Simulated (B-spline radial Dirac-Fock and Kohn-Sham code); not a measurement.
# How the binding energies of Eu⁵⁹⁺ add up

System: europium as Eu⁵⁹⁺, configuration [He] 2s2; nuclear rms radius 5.1115 fm (A = 153).

The run's input, task.json:

```json
{"items": [{
  "Z": 63,
  "q": 59,
  "cfg": [[1, 0, 2], [2, 0, 2]],
  "A": 153,
  "rrms": 5.1115,
  "do": ["binding"]
}]}
```

Launch: `python xray_run.py task.json out`

The computed values come from a radial finite-basis atomic code: relaxed Dirac-Fock hole states (ΔSCF) with Breit and QED corrections and a finite nucleus. Correlation energy is missing from these numbers. Energies are counted from the vacuum level.

All terms are in eV, carry their sign (relaxation lowers the binding energy) and add up to the binding energy; ⟨r⟩ is the mean radius of the orbital in the initial state.

| subshell | −ε (Koopmans) | relaxation | Breit | QED | binding energy | ⟨r⟩ (bohr) |
| --- | --- | --- | --- | --- | --- | --- |
| K (1s) | 55296.1 | -5.47 | -104.30 | -70.68 | 55115.6 | 0.022 |
| L1 (2s) | 13484.8 | -0.34 | -11.19 | -10.73 | 13462.5 | 0.090 |

For the deepest level, K (1s), the Breit terms make up -0.189 % of the binding energy, QED -0.128 % and orbital relaxation -0.010 %.

Going to the tabulated ground configuration of the next ion removes an electron from L1 (2s), computed at 13462.5 eV. NIST lists 13462 ± 7 eV as the ionisation energy of this species (theoretical), -0.50 eV from the computed value, within the stated uncertainty.
